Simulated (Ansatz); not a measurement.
Mulliken charges of H$_{4}$SSn (`[SH][SnH3]`) from r2SCAN/def2-TZVPP in Ansatz (PBE0-D4/def2-TZVP geometry).

| atom | x (Å) | y (Å) | z (Å) | charge (e) |
| --- | --- | --- | --- | --- |
| S1 | 1.034 | -0.905 | 1.262 | -0.400 |
| Sn2 | -0.312 | 0.456 | -0.194 | 0.626 |
| H3 | 1.137 | -1.912 | 0.378 | 0.109 |
| H4 | -1.751 | -0.375 | -0.580 | -0.114 |
| H5 | 0.563 | 0.807 | -1.616 | -0.114 |
| H6 | -0.629 | 1.866 | 0.703 | -0.107 |

**Question.** By hand: the dipole of these point charges (1 e Å = 4.8032 D).

**Answer.** Σ q r = (-0.282, 0.190, -0.410) e Å, of length 0.533 e Å = 2.56 D.

**Question.** How does the dipole of the full density compare? (Estimate.)

**Answer.** Ansatz gave: (-0.149, 0.049, -0.271) e Å, 1.50 D; the point charges give 1.71 times that, at 13° from its direction.

Point charges leave out the atoms' own dipoles, such as those of lone pairs, and Mulliken's split depends on the basis, so the two needn't agree.
